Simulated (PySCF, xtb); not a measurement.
AsF3H2Si, SMILES F[Si](F)(F)[AsH2].

GFN2-xTB (xtb) at its own geometry gives an orbital gap of 5.70 eV and a dipole moment of 2.58 D.

Geometry: B3LYP-D3(BJ)/def2-SVP.

What does PySCF with PBE0/def2-TZVP give? (The exact figures need the calculation; the answer reports its results.)

gap 8.24 eV (levels -8.54 and -0.30 eV), dipole 2.20 D.
